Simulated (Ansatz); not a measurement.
Species: sum formula HSiO$_{2}$F$_{2}$, charge 0, multiplicity 2. It need not be the lowest isomer of its formula. SMILES: [O][Si](O)(F)F
Coordinates optimised at B3LYP-D3(BJ)/def2-TZVP (Ansatz, a program for electronic structure):
```
Si
F 1 1.5738
F 1 1.5800 2 106.85
O 1 1.6155 2 107.46 3 123.06
H 4 0.9614 1 120.05 2 -176.76
O 1 1.6503 2 113.29 3 -119.45
```
Charge 0, spin multiplicity 2.

Wanted: atomisation energy (electronic, to ground-state atoms), in kJ/mol. Cores are frozen in the correlated levels unless marked. Open shells are spin-unrestricted. No spin-orbit coupling. Non-relativistic unless marked X2C. The coupled-cluster limit lacks core correlation, which all-electron functionals hold. CBS marks a two-point X^-3 extrapolation of the correlation energy; Hartree-Fock from the larger set (for Q and 5 zeta extrapolated as (X+1)exp(-9√X)).

```tsv
level	program	atomisation energy (kJ/mol)
HF/cc-pV(T+d)Z	Ansatz	1802.8
```

Q: Predict the CCSD(T)/CBS(cc-pV(Q+d)Z,cc-pV(5+d)Z) result (Ansatz).

A: 2556.4 kJ/mol, so HF/cc-pV(T+d)Z differs from it by -753.6 kJ/mol.
